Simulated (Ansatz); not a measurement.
Ge₅Te₅. The state is a triplet with charge 0. Geometry r2SCAN-D4/def2-SVP, that of the neutral singlet; atoms count from 1.

Cartesian coordinates in Å:
```
Ge 0.5230 0.4086 -2.7502
Ge 1.4475 1.0322 1.6670
Ge -2.4575 0.7986 -0.6636
Ge -1.4162 0.2899 1.6417
Ge 0.8311 -2.5487 -0.8584
Te -0.4370 1.7651 3.4888
Te -1.5094 -1.4040 -1.8822
Te -0.0685 2.0734 -0.5263
Te 2.6317 -0.8794 -1.8460
Te 0.4553 -1.5358 1.7291
```

In the def2 sets Te takes a core potential; there is no spin–orbit coupling. The gap within one spin of the charge 0 triplet nearly closes, so an electron or hole may be smeared out by delocalisation error. At PBE-D4/def2-SVP a singlet of charge 0 lies 1.50 eV below the triplet at the same geometry. The structure comes from a short search, and lower isomers may exist.

(1) Estimate the Mulliken populations from the PBE/def2-SVP orbitals of Ansatz.

(2) Where does the spin sit?

(3) And the Mayer bond orders between bonded heavy atoms (over 0.3)?

Results:

(1) 
```csv
atom,charge (e),spin (α − β)
Ge1,0.16,0.06
Ge2,0.11,-0.03
Ge3,0.09,0.23
Ge4,-0.06,0.41
Ge5,0.10,0.18
Te6,-0.06,0.44
Te7,-0.09,0.19
Te8,-0.09,0.11
Te9,-0.14,0.24
Te10,-0.02,0.16
```
Mulliken values and Mayer orders depend strongly on the basis.

(2) Summed by element: Ge 0.86, Te 1.14, of 2 unpaired in all. Largest on single atoms: Te6 0.44, Ge4 0.41, Te9 0.24.

(3) Ge1–Te7 0.71 (2.86 Å); Ge1–Te8 0.74 (2.84 Å); Ge1–Te9 0.97 (2.63 Å); Ge2–Te6 0.90 (2.72 Å); Ge2–Te8 0.62 (2.86 Å); Ge2–Te10 0.72 (2.75 Å); Ge3–Ge4 0.71 (2.58 Å); Ge3–Te7 0.81 (2.69 Å); Ge3–Te8 0.80 (2.71 Å); Ge4–Te6 0.90 (2.56 Å); Ge4–Te10 0.81 (2.62 Å); Ge5–Te7 0.77 (2.80 Å); Ge5–Te9 0.99 (2.65 Å); Ge5–Te10 0.75 (2.80 Å). Values over 0.3 also appear between atoms too far apart for a bond (Ge2–Ge4 0.31 at 2.96 Å); they arise where an orbital or an unpaired electron spreads over both atoms.
